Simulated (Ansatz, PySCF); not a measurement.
Gas-phase reaction (SMILES): CC(C)(C)[Si](F)(F)F [tert-butyl(trifluoro)silane] + F (HF) → F[Si](F)(F)F [tetrafluorosilane] + CC(C)C [2-methylpropane]; hydrogen fluoride cleaves one Si-C bond, a model of a ligand-exchange step.

Geometries: B3LYP-D3(BJ)/def2-TZVP minima from Ansatz (an electronic-structure program), one conformer each, not searched for the lowest. Correlated levels leave the core frozen unless marked. Spin-orbit coupling is left out. No relativistic terms. CBS(X,Y): correlation extrapolated as X^-3; Hartree-Fock from the larger set. [CCSD(T)-MP2]/basis is that difference in the basis named. Thermal terms are rigid-rotor harmonic-oscillator values from B3LYP-D3(BJ) frequencies (Ansatz or PySCF) at 298.15 K and 1 atm. 1 Eh = 627.5095 kcal/mol.

```csv
species,"E, RI-MP2/CBS(cc-pV(T+d)Z,cc-pV(Q+d)Z)+[CCSD(T)-MP2]/cc-pV(T+d)Z (Ansatz) (Eh)","E, wB97M-V/def2-TZVPD (Ansatz) (Eh)",H - E (Eh)
CC(C)(C)[Si](F)(F)F,-746.31548,-747.12842,0.14207
F (HF),-100.39237,-100.46200,0.01259
F[Si](F)(F)F,-688.52154,-689.24012,0.01842
CC(C)C,-158.24115,-158.40284,0.13782
```

Problem. Work out ΔE and ΔH at 298.15 K at the first level, then ΔH at the second.

Solution. 
1. ΔE = [(-688.52154) + (-158.24115)] - [(-746.31548) + (-100.39237)] = -0.05484 Eh = -34.4 kcal/mol at RI-MP2/CBS(cc-pV(T+d)Z,cc-pV(Q+d)Z)+[CCSD(T)-MP2]/cc-pV(T+d)Z.
2. The terms H - E add up to 0.00158 Eh, so ΔH = (-0.05484 + (0.00158))×627.5095 = -33.4 kcal/mol.
3. At wB97M-V/def2-TZVPD the same steps give ΔE = -33.0 and ΔH = -32.0 kcal/mol, a shift of +1.4 from the first level.
4. These values are not checked against measurement here, since the tables used lack a sound gas-phase enthalpy of formation for at least one species.
